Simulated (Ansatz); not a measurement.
Species: dibromo(difluoro)germane, sum formula GeBr2F2, charge 0, multiplicity 1. SMILES: [F][Ge]([F])([Br])[Br]
Coordinates optimised at B3LYP-D3(BJ)/def2-TZVP (Ansatz, a quantum-chemistry and plane-wave program):
```xyz
5

F     -0.4292    -1.6167    -1.2833
Ge    -0.0696    -0.5553     0.0225
F      0.0303    -1.5652     1.4121
Br    -1.7864     0.9100     0.2872
Br     1.9526     0.4159    -0.3408
```
Charge 0, spin multiplicity 1.

Wanted: vertical triplet-singlet gap (E(triplet) - E(singlet); each state is the SCF solution reached for its spin), in kcal/mol. Cores are frozen in the correlated levels unless marked. UHF or UKS for open shells. Spin-orbit coupling is left out. The frozen core is the preceding noble-gas configuration, with the filled d and f shells of earlier blocks. No relativistic terms. Basis-set limits of correlation are two-point, X^-3; Hartree-Fock from the larger set. [CCSD(T)-MP2]/basis is that difference in the basis named.

| level | program | vertical triplet-singlet gap (kcal/mol) |
|---|---|---|
| HF/aug-cc-pVTZ | Ansatz | 127.9 |
| HF/aug-cc-pVQZ | Ansatz | 127.9 |
| SVWN5/def2-TZVPD | Ansatz | 103.7 |
| PBE/def2-TZVPD | Ansatz | 104.7 |

Task: Estimate the value at RI-MP2/CBS(aug-cc-pVTZ,aug-cc-pVQZ)+[CCSD(T)-MP2]/aug-cc-pVTZ as computed with Ansatz.

Result: 133.8 kcal/mol, so PBE/def2-TZVPD differs from it by -29.1 kcal/mol.
